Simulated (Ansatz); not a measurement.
A nudged elastic band was laid between two geometries of GaH3O2 + H2 (8 atoms, charge 0, multiplicity 1).

Method: RKS B3LYP-D4/def2-SVP (Ansatz 0.2.0).

```json
{
  "movable images": "7",
  "climbing image": "yes",
  "spring": "5.0 eV/Å²",
  "optimiser": "quadratic models (default)",
  "start path": "through a guess of the saddle point",
  "force threshold": "0.03 eV/Å",
  "iteration limit": "60",
  "end points": "relaxed"
}
```

Image 0:

```xyz
8
Properties=species:S:1:pos:R:3
Ga -0.225 -0.582 -0.223
O 0.099 -0.236 1.511
H -0.685 -0.103 2.058
O 1.263 -0.878 -1.158
H 2.070 -0.842 -0.626
H -1.616 -0.631 -0.907
H 0.153 2.971 1.688
H 0.221 2.211 1.672
```

Image 8:

```xyz
8
Properties=species:S:1:pos:R:3
Ga -0.349 0.636 -0.179
O -0.191 -0.142 1.837
H -0.106 0.545 2.515
O 1.406 0.023 -0.136
H 1.621 -0.688 -0.752
H -1.376 -0.284 -0.928
H -0.458 2.173 0.118
H 0.732 -0.353 1.540
```

**Question.** Which bonds break or form, and what moves?

**Answer.** Bonds broken: H7–H8. Bonds formed: Ga1–H7, O2–H8. GaH3O2 + H2 becomes GaH5O2.

**Question.** What energy profile does the band end with?

**Answer.** The run converged. The highest image is number 4 of 0 to 8, 23.7 kcal/mol above the first end and 30.6 kcal/mol above the last; the last end lies 6.9 kcal/mol below the first. The profile has 2 maxima (images 2, 4) with wells between them (image 3): this band takes more than one step, which may be the mechanism or a detour left from its start path. A vibrational analysis at the climbing image gives one clearly imaginary mode, 1278i cm⁻¹: a first-order saddle point. The orbitals stay closed-shell, which can raise the energy where a bond breaks towards radicals; this wasn't checked here.

| image | path coordinate (Å) | energy (kcal/mol) | H7–H8 (Å) | Ga1–H7 (Å) | O2–H8 (Å) |
| --- | --- | --- | --- | --- | --- |
| 0 | 0.00 | 0.0 | 0.76 | 4.05 | 2.46 |
| 1 | 1.01 | 0.2 | 0.76 | 3.37 | 2.54 |
| 2 | 2.03 | 4.3 | 0.76 | 2.66 | 2.56 |
| 3 | 3.04 | 3.0 | 0.76 | 2.70 | 2.31 |
| 4 | 4.06 | 23.7 | 1.01 | 1.86 | 1.29 |
| 5 | 5.00 | 0.6 | 2.06 | 1.59 | 0.97 |
| 6 | 5.95 | -2.7 | 2.86 | 1.57 | 0.97 |
| 7 | 6.89 | -4.2 | 3.09 | 1.57 | 0.97 |
| 8 | 7.84 | -6.9 | 3.13 | 1.57 | 0.99 |

**Question.** What is the geometry of the highest image?

**Answer.** 
```xyz
8
Properties=species:S:1:pos:R:3
Ga 0.000 0.071 0.042
O 0.006 0.175 1.995
H -0.803 -0.057 2.476
O 1.640 -0.447 -0.455
H 1.699 -0.762 -1.366
H -1.348 -0.265 -0.667
H 0.078 1.856 0.561
H 0.008 1.339 1.430
```

The band took 17 iterations and roughly 4 core-minutes.

Time of the run: 110 s on 2 threads of Intel(R) Xeon(R) 6975P-C (Granite Rapids), on a shared host, peak memory 0.2 GiB.
